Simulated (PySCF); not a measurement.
## Broadened absorption spectrum of C4H4F3NO

Compound: C4H4F3NO.
Atom-mapped SMILES: `[O:1]=[CH:2][N:3]1[CH2:4][C@H:5]1[C:6]([F:7])([F:8])[F:9]` (hydrogens: H10 on C2; H11, H12 on C4; H13 on C5)

Theory: TDDFT PBE0/def2-SVPD, vertical, gas phase, core orbitals frozen in the response in PySCF. The structure is a single GFN2-xTB conformer in the gas phase; no vibrational or solvent corrections. Torsions of this conformer, `[O:1]=[CH:2][N:3]1[CH2:4][C@H:5]1[C:6]([F:7])([F:8])[F:9]`: O1–C2–N3–C4 41°, C4–C5–C6–F7 30°.

Computed states:

```
state  E (eV)       f
   S1    5.38  0.0034
   S2    7.16   0.226
   S3    7.43  0.0063
   S4    7.66   0.028
   S5    7.80   0.026
   S6    8.09   0.067
```

Each state is given a Gaussian of 0.4 eV full width at half maximum, with ε(max) = 2.175×10⁸ f / Δν̃ (Δν̃ the width in cm⁻¹). The width is an assumption, not a result. The curve ends short of the highest state used, and states not computed would add to its high-energy end.

Question: Give the broadened spectrum and its maxima.

Answer: 
(E (eV), ε (L mol⁻¹ cm⁻¹)): (4.78, 0), (4.83, 1), (4.88, 3), (4.93, 7), (4.98, 14), (5.03, 27), (5.08, 48), (5.13, 77), (5.17, 106), (5.22, 146), (5.27, 185), (5.32, 215), (5.37, 229), (5.42, 223), (5.47, 200), (5.52, 164), (5.57, 123), (5.62, 85), (5.67, 54), (5.72, 31), (5.76, 19), (5.81, 9), (5.86, 4), (5.91, 2), (5.96, 1), (6.01, 0), (6.06, 0), (6.11, 0), (6.16, 0), (6.21, 0), (6.26, 0), (6.31, 0), (6.35, 0), (6.40, 1), (6.45, 2), (6.50, 7), (6.55, 23), (6.60, 62), (6.65, 159), (6.70, 370), (6.75, 790), (6.80, 1548), (6.85, 2782), (6.90, 4585), (6.94, 6425), (6.99, 9064), (7.04, 11730), (7.09, 13931), (7.14, 15190), (7.19, 15225), (7.24, 14056), (7.29, 12007), (7.34, 9578), (7.39, 7276), (7.44, 5458), (7.49, 4276)

Maxima: 230 nm (5.38 eV), ε about 230, made up of S1 (100%); 173 nm (7.17 eV), ε about 15000, made up of S2 (99%) (ε in L mol⁻¹ cm⁻¹; maxima over ε = 5, shares over 10%).

Question: Coming from long wavelengths, where does ε first pass 100 L mol⁻¹ cm⁻¹?

Answer: At about 240 nm (5.16 eV), 0.22 eV below S1.

Question: On this curve, what absorbance would a 10⁻⁵ mol/L sample give at 193 nm over a 1 cm path?

Answer: 193 nm is 6.424 eV, where ε is about 1.2 L mol⁻¹ cm⁻¹, so A = ε c l ≈ 1.2e-05 (Beer–Lambert, with the gas-phase spectrum and the assumed width).

Question: What would ε be at 7.17 eV, the highest of these maxima, with half the width (0.2 eV)?

Answer: About 30300 L mol⁻¹ cm⁻¹ against 15400, a factor of about 1.97; a lone state at its own centre would give exactly 2.
